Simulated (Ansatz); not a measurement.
BH9Si3 (`B[SiH]([SiH3])[SiH3]`). Charge 0, multiplicity 1. All single points use the PBE0-D4/def2-TZVP geometry.

```xyz
13

B    -0.546    0.651    1.992
Si   -0.572   -0.429    0.322
Si   -0.955    1.008   -1.491
Si    1.582   -1.281   -0.043
H     0.226    1.561    2.073
H    -1.265    0.438    2.922
H    -1.560   -1.546    0.288
H     0.104    2.053   -1.514
H    -2.281    1.676   -1.390
H    -0.906    0.245   -2.767
H     2.011   -2.180    1.062
H     1.618   -2.048   -1.318
H     2.543   -0.149   -0.136
```

Question: What is the dipole moment at r2SCAN/def2-TZVPP? (Best estimate.)

Answer: The calculation gave: 0.09 D, with components (-0.06, -0.03, 0.06) D in this frame, pointing from negative to positive charge.

Question: And with PBE, B3LYP, ωB97M-V? (Best estimate.)

Answer: Computed: PBE 0.08 D, B3LYP 0.18 D, ωB97M-V 0.26 D.

Question: Give the Mulliken charges with r2SCAN, PBE, ωB97M-V in def2-TZVPP. (An estimate is asked.)

Answer: Ansatz gave: 
```tsv
atom	r2SCAN	PBE	ωB97M-V
B1	-0.06	-0.05	-0.17
Si2	0.11	0.06	-0.01
Si3	0.15	0.09	0.03
Si4	0.15	0.09	0.03
H5	0.02	0.04	0.10
H6	0.03	0.05	0.10
H7	-0.08	-0.06	-0.02
H8	-0.05	-0.03	-0.01
H9	-0.06	-0.04	-0.02
H10	-0.06	-0.04	-0.01
H11	-0.06	-0.04	-0.02
H12	-0.06	-0.04	-0.01
H13	-0.05	-0.03	-0.01
```

B3LYP here is the variant with VWN-RPA as its local correlation; programs differ in this.
